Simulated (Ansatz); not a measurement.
Reaction (redistribution): `C[BH][GaH2]` + `CCN[SiH3]` → `CC[NH][GaH2]` + `CB[SiH3]`

Gas-phase electronic energies from Ansatz, PBE0-D4/def2-TZVP geometries. CCSD(T)/CBS is the MP2 limit (def2-TZVPP, def2-QZVPP) plus CCSD(T) − MP2 in def2-TZVPP, frozen cores. Functionals use def2-TZVPP. B3LYP here is the variant with VWN-RPA as its local correlation; programs differ in this. For Ga outer-core shells are correlated without core-valence functions, which leaves a few kJ/mol of doubt a bond. Scalar relativity is left out up to krypton. Each species was taken in one conformer, which may not be the lowest.

(1) Is it downhill or uphill in electronic energy at CCSD(T)/CBS, and by how much? (An estimate is asked.)

(2) What do these levels give: PBE-D4, r2SCANh-D4, r2SCAN0-D4, B3LYP, HF/def2-SVP, CCSD(T)/def2-SVP? (Best estimate.)

(3) What do rigid-rotor, harmonic-oscillator terms from PBE0-D4/def2-TZVP frequencies (298.15 K, 1 bar) make of the CCSD(T)/CBS value? (An estimate is asked.)

Largest T1 diagnostic among the species: 0.014.

Answers

(1) Ansatz gave: Downhill: ΔE = -12.3 kJ/mol.

(2) Computed: PBE-D4 -17.0, r2SCANh-D4 -11.7, r2SCAN0-D4 -9.2, B3LYP -9.3, HF/def2-SVP -8.8, CCSD(T)/def2-SVP -30.4 kJ/mol.

(3) The calculation gave: ΔZPE = -0.1 kJ/mol, ΔH = -12.7 kJ/mol, ΔS = -1 J/(mol·K), ΔG = -12.5 kJ/mol.

At CCSD(T), def2-SVP lies −18.1 kJ/mol from the extrapolated value and def2-TZVPP −2.5 kJ/mol. From BLYP to BHLYP (50 % exact exchange), in def2-TZVPP and without D4, ΔE moves by +9.2 kJ/mol. Leaving LDA and LC-ωPBE aside and taking each functional with its dispersion term where it has one, the values, not all of them listed here, spread over 12.2 kJ/mol, from PBE-D4 to BHLYP-D4. LDA lies −3.1 kJ/mol from PBE without D4.
